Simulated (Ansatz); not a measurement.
C2H3BClF can be A, `C=C(F)BCl`, or B, `B/C=C(\F)Cl`.

Calculated with Ansatz (gas phase, PBE0-D4/def2-TZVP geometries, no zero-point term in ΔE). CCSD(T)/CBS is the MP2 limit (def2-TZVPP, def2-QZVPP) plus CCSD(T) − MP2 in def2-TZVPP, frozen cores. DFT in def2-TZVPP. B3LYP here is the variant with VWN-RPA as its local correlation; programs differ in this. One conformer a species, not always the lowest.

A:

```xyz
8

C    -0.0093    0.7491    1.0870
C     0.1311    0.4190   -0.1961
F     0.5009    1.3672   -1.0742
B    -0.1152   -1.0110   -0.7122
Cl    0.0776   -1.4019   -2.3914
H     0.1652    1.7574    1.4454
H    -0.3069   -0.0125    1.7946
H    -0.4434   -1.8673    0.0468
```

B:

```xyz
8

B     1.234   -0.199   -0.571
C    -0.281   -0.101   -0.430
C    -0.873    0.224    0.725
F    -0.221    0.487    1.832
Cl   -2.557    0.354    0.962
H     1.948    0.016    0.361
H     1.708   -0.494   -1.627
H    -0.960   -0.289   -1.253
```

**Question.** Which isomer does CCSD(T)/CBS put lower? Give the gap. (Estimate.)

**Answer.** The calculation gave: A, by 148.3 kJ/mol.

**Question.** Give E(B) − E(A) in kJ/mol with LDA (SPW92), CCSD(T)/def2-TZVPP, B3LYP, PBE-D4, BLYP-D4, HF/def2-TZVPP, r2SCAN-D4. (An estimate is asked.)

**Answer.** Computed: LDA (SPW92) 133.7, CCSD(T)/def2-TZVPP 147.6, B3LYP 143.0, PBE-D4 135.5, BLYP-D4 138.4, HF/def2-TZVPP 152.9, r2SCAN-D4 138.8. None reverses the order clearly.

**Question.** Does the order hold for the free energy at 298.15 K (harmonic terms from PBE0-D4)? (Estimate.)

**Answer.** The calculation gave: Yes: G(B) − G(A) = +144.1 kJ/mol, for one conformer each.

Largest T1 diagnostic: 0.013.

Leaving LDA and LC-ωPBE aside and taking each functional with its dispersion term where it has one, the values, not all of them listed here, spread over 14.0 kJ/mol, from revPBE-D4 to BHLYP-D4. At CCSD(T), def2-SVP lies +7.2 kJ/mol from the extrapolated value and def2-TZVPP −0.7 kJ/mol.
